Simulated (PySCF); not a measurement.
Substituent effects on chemical shifts

Parent skeleton `[O:1]=[C:2]([OH:3])[CH2:4][O:5][SiH3:6]`; one hydrogen on atom 6 is replaced by X. Hydrogens on one atom are averaged.

PySCF 2.14 calculation with shielding tensors at PBE0/pcSseg-1 (GIAO) and GFN2-xTB structure; non-relativistic, averaged over atoms made equivalent by symmetry, fast rotation or ring inversion, single conformer, no solvent model.

Referencing at the same level of theory: $^{17}$O vs H2O; TMS for $^{13}$C and $^{29}$Si and $^{1}$H.

Known members:
```csv
X,O1,C2,O3,C4,O5,Si6,H(C4),H(Si6)
CHO,415.5,183.6,196.3,64.0,3.6,-48.2,4.82,5.19
```

Four more derivatives gave (δ, ppm):
| compound | O1 | C2 | O3 | C4 | O5 | Si6 | H(C4) | H(Si6) |
| --- | --- | --- | --- | --- | --- | --- | --- | --- |
| 1 | 443.1 | 174.5 | 198.8 | 63.3 | 54.4 | -43.3 | 4.66 | 4.82 |
| 2 | 442.3 | 174.3 | 198.5 | 62.9 | 18.3 | -49.6 | 4.51 | 5.08 |
| 3 | 439.9 | 177.2 | 198.4 | 62.4 | 28.1 | -27.1 | 4.62 | 5.11 |
| 4 | 425.3 | 179.8 | 200.1 | 65.7 | 28.8 | -23.6 | 4.72 | 5.09 |

Question: Their substituents are NHSiH3, OH, OSiH3, ethynyl. Which is which?

Answer: 1: X = OSiH3 (O=C(O)CO[SiH2]O[SiH3]); 2: X = ethynyl (C#C[SiH2]OCC(=O)O); 3: X = OH (O=C(O)CO[SiH2]O); 4: X = NHSiH3 (O=C(O)CO[SiH2]N[SiH3]).

Unscaled 17O shifts of doubly bonded oxygen tend to come out too high, by tens of ppm or more. Experimental scales use liquid or dissolved standards, which lie at an offset from isolated H2O (liquid H2O: subtract about 36 ppm).
